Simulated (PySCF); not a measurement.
Bond curve of MgBr⁻

Set-up: basis Mg aug-pcseg-1, Br aug-pcseg-1; no relativity; PySCF 2.14. Energies in eV from Mg + Br⁻ in their ground configurations at the same level. State: ¹Σ⁺ (singlet), closed shell.

```
R (Å)  r²SCAN0  RHF-SCS-MP2  RHF-CCSD(T)
2.307  -0.6860      -0.4342             
2.415  -0.8639      -0.6366      -0.5942
2.522  -0.9534      -0.7463      -0.7058
2.603  -0.9803      -0.7866      -0.7474
2.683  -0.9830      -0.8014      -0.7634
2.764  -0.9680      -0.7978      -0.7609
2.871  -0.9295      -0.7735      -0.7378
3.005  -0.8636      -0.7243      -0.6902
3.166  -0.7732      -0.6527      -0.6204
3.381  -0.6517      -0.5543
```

Put a parabola through the three lowest points of the r²SCAN0 curve and estimate Re, k and ωe (reduced mass 18.39 u; 1 eV/Å² = 0.16022 mdyn/Å; ωe = 1302.8·√(k/μ) cm⁻¹).

Through R = 2.603, 2.683, 2.764 Å the second-order coefficient is 1.36 eV/Å², so Re ≈ 2.655 Å, k ≈ 0.436 mdyn/Å and ωe ≈ 201 cm⁻¹. A polynomial fit of higher order to the unrounded r²SCAN0 energies gives Re = 2.652 Å, k = 0.490 mdyn/Å, ωe = 213 cm⁻¹; anharmonicity and rounding make the difference.

The higher-order fit for each curve: r²SCAN0: Re = 2.652 Å, ωe = 213 cm⁻¹, De = 0.98 eV; RHF-SCS-MP2: Re = 2.704 Å, ωe = 195 cm⁻¹, De = 0.80 eV; RHF-CCSD(T): Re = 2.709 Å, ωe = 194 cm⁻¹, De = 0.76 eV.

Correlated steps freeze 10 core orbitals. Correlated levels converge slowly with the basis: in double zeta they bind strong bonds too weakly, by up to about 1 eV, and carry superposition errors of some tenths. For an ion De counts to the pair picked by the measured ionisation energies or electron affinities, which need not be the lowest pair at this level.
